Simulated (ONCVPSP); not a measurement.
Zr (Z = 40), ONCV: configuration errors across variants

```
Element                 : zirconium (Zr)
Generator               : ONCVPSP 4.0.1
Type                    : optimised norm-conserving Vanderbilt (ONCV)
Functional              : PBE
Relativity              : fully relativistic
Frozen core             : [Ar] 3d10
Valence charge          : 12
Reference configuration : 4s2 4p6 4d2 5s2
Partial waves           : 4s+5s: rc 2.05 bohr, ncon 4, nbas 8, qcut 6.4 1/bohr, 2 projectors; 4p: rc 2.20 bohr, ncon 3, nbas 7, qcut 6.5 1/bohr, 2 projectors, debl 0.9 Ha; 4d: rc 2.25 bohr, ncon 5, nbas 9, qcut 7.7 1/bohr, 3 projectors, debl 3.5 Ha
Local potential         : polynomial inside 1.60 bohr (lpopt 5, dvloc0 3 Ha)
Core correction         : none
```

Open shells are filled in proportion to 2j + 1.

In the p channel the program set the typed energies aside and used -1.172, 0.250 Ha (j = l + 1/2; the other j can differ).

All-electron excitation energies from the reference (eV): (1) 4s2 4p6 4d2 5s1 7.138; (2) 4s2 4p6 4d2 5s0 20.078; (3) 4s2 4p6 4d1 5s0 42.701; (4) 4s2 4p6 4d2.5 5s1.5 0.514.

Errors AE − PS in meV (a dash: test not solved or not reliable):

```json
{"change": "base", "(1)": "-0.4", "(2)": "-2.8", "(3)": "+5.0", "(4)": "-0.6", "bound ghosts": "none", "GHOST(+) flags above zero": "none"}
{"change": "d: rc 1.72", "(1)": "-0.4", "(2)": "-2.7", "(3)": "+4.4", "(4)": "-0.8", "bound ghosts": "none", "GHOST(+) flags above zero": "none"}
{"change": "d: rc 1.96", "(1)": "-0.4", "(2)": "-2.8", "(3)": "+4.5", "(4)": "-0.7", "bound ghosts": "none", "GHOST(+) flags above zero": "none"}
{"change": "d: rc 2.16", "(1)": "-0.4", "(2)": "-2.8", "(3)": "+4.8", "(4)": "-0.7", "bound ghosts": "none", "GHOST(+) flags above zero": "none"}
{"change": "d: rc 2.3", "(1)": "-0.4", "(2)": "-2.8", "(3)": "+5.2", "(4)": "-0.6", "bound ghosts": "none", "GHOST(+) flags above zero": "none"}
{"change": "d: rc 2.58", "(1)": "-0.4", "(2)": "-2.6", "(3)": "+8.3", "(4)": "-0.1", "bound ghosts": "none", "GHOST(+) flags above zero": "none"}
{"change": "d: rc 2.66", "(1)": "-0.4", "(2)": "-3.0", "(3)": "+7.3", "(4)": "-0.2", "bound ghosts": "none", "GHOST(+) flags above zero": "d3/2"}
{"change": "d: rc 2.94", "(1)": "-0.6", "(2)": "-4.7", "(3)": "+11", "(4)": "+0.8", "bound ghosts": "none", "GHOST(+) flags above zero": "d5/2, d3/2"}
{"change": "d: rc 3.1", "(1)": "-2.4", "(2)": "-16", "(3)": "-22", "(4)": "-0.6", "bound ghosts": "none", "GHOST(+) flags above zero": "d5/2, d3/2"}
{"change": "d: rc 3.28", "(1)": "-0.4", "(2)": "-4.9", "(3)": "+18", "(4)": "+1.7", "bound ghosts": "none", "GHOST(+) flags above zero": "none"}
```

Task: Give the same row for: d: rc 1.5; local potential polynomial inside 1.50 bohr (lpopt 5, dvloc0 3 Ha).

Result: -0.4, -2.4, +5.0, -0.8; bound ghosts: none; GHOST(+) flags above zero: d5/2, d3/2.
